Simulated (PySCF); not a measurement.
# Worked example: dipole moment from atomic charges

Si(Br)(OH) (BrHOSi), SMILES Br[Si]O (connectivity only; charge and spin as stated), neutral, multiplicity 1. Atoms are numbered in the order given.

```xyz
4

Si     0.6884    -1.1549     0.0000
Br    -0.0811     0.9907     0.0000
O     -0.7604    -1.9489     0.0000
H     -0.7166    -2.9125     0.0000
```
Charge 0, spin multiplicity 1.

Geometry optimised at B3LYP-D3(BJ)/def2-TZVP. The values are those of a single conformer.

Charges (e) from CAM-B3LYP/def2-TZVPD (PySCF):

```csv
atom,IAO,ESP fit
Si1,0.667,0.157
Br2,-0.278,-0.108
O3,-0.764,-0.450
H4,0.375,0.402
```

The dipole moment of the full density is 2.87 D.

### Question
What dipole moment does each set of point charges give, and which comes closer to that of the density?

### Answer

μ = Σ q r, and 1 e Å = 4.8032 D.
IAO: Σ q r = (0.794, -0.649, 0.000) e Å, |μ| = 4.93 D.
ESP fit: Σ q r = (0.171, -0.582, 0.000) e Å, |μ| = 2.91 D.
ESP fit comes closer in size. Point charges leave out the atoms' own dipoles (lone pairs, polarised bonds); fits to the potential absorb them, partitions of the density don't.
